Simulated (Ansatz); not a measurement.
ClH5OSi2, SMILES `O[SiH2][SiH2]Cl`. The species carries charge 0 and has multiplicity 1. All single points use the PBE0-D4/def2-TZVP geometry. It is one conformer, not always the lowest.

```xyz
9

O     0.267   -0.966    1.658
Si    0.867   -0.201    0.325
Si   -0.970    0.394   -0.997
Cl   -2.108    1.802   -0.008
H     0.874   -1.187    2.365
H     1.646    1.016    0.692
H     1.774   -1.090   -0.460
H    -1.843   -0.767   -1.302
H    -0.508    0.998   -2.274
```

(1) What is the dipole moment at r2SCAN/def2-TZVPP? (Estimate.)

(2) And with PBE, B3LYP, ωB97M-V? (An estimate is asked.)

(3) Give the Mulliken charges with r2SCAN, PBE, ωB97M-V in def2-TZVPP. (An estimate is asked.)

## Answers

(1) Computed: 2.20 D, with components (1.91, -1.04, 0.37) D in this frame, pointing from negative to positive charge.

(2) Ansatz gave: PBE 2.12 D, B3LYP 2.24 D, ωB97M-V 2.25 D.

(3) The calculation gave: 
| atom | r2SCAN | PBE | ωB97M-V |
| --- | --- | --- | --- |
| O1 | -0.41 | -0.35 | -0.38 |
| Si2 | 0.43 | 0.34 | 0.32 |
| Si3 | 0.37 | 0.29 | 0.24 |
| Cl4 | -0.26 | -0.23 | -0.22 |
| H5 | 0.20 | 0.19 | 0.17 |
| H6 | -0.09 | -0.07 | -0.04 |
| H7 | -0.10 | -0.08 | -0.05 |
| H8 | -0.07 | -0.05 | -0.02 |
| H9 | -0.07 | -0.05 | -0.02 |

B3LYP here is the variant with VWN-RPA as its local correlation; programs differ in this.
